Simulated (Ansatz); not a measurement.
The cluster Li₇H₆. The state is a quartet with charge 0. Geometry PBE-D4/def2-TZVP; atoms count from 1.

```xyz
13

Li    0.019   -1.220    0.697
Li    0.898   -2.722   -1.146
Li   -2.119    0.781    0.157
Li    1.966   -0.184   -1.050
Li    0.219    1.736    0.987
Li   -0.565    1.656   -1.843
Li   -1.212   -1.177   -1.928
H    -0.754   -2.274   -0.618
H    -0.784    0.291    1.209
H     1.697   -1.586   -0.026
H     1.514    1.911    2.431
H    -1.824    0.433   -1.572
H     0.947    2.354    2.701
```

In the quartet, H11 and H13 lie 0.77 Å apart (atoms count from 1), so H2 has formed as a molecule. At PBE0-D4/def2-TZVP a doublet of charge 0 lies 2.47 eV below the quartet, each at its own geometry. The structure comes from a short search, and lower isomers may exist.

**Question.** Estimate the Mulliken populations from the PBE0/def2-TZVP orbitals of Ansatz.

**Answer.** 
| atom | charge (e) | spin (α − β) |
| --- | --- | --- |
| Li1 | 0.57 | -0.01 |
| Li2 | 0.16 | 0.37 |
| Li3 | 0.36 | 0.31 |
| Li4 | 0.24 | 0.68 |
| Li5 | 0.04 | 0.76 |
| Li6 | 0.23 | 0.59 |
| Li7 | 0.45 | 0.33 |
| H8 | -0.50 | -0.01 |
| H9 | -0.55 | -0.02 |
| H10 | -0.49 | -0.01 |
| H11 | 0.02 | 0.01 |
| H12 | -0.57 | -0.02 |
| H13 | 0.02 | 0.02 |
Mulliken values depend strongly on the basis.

**Question.** Where does the spin sit?

**Answer.** Summed by element: Li 3.03, H -0.03, of 3 unpaired in all. Largest on single atoms: Li5 0.76, Li4 0.68, Li6 0.59.

**Question.** And the Mayer bond orders between heavy atoms (over 0.3)?

**Answer.** Li5–Li6 0.36 (2.94 Å).
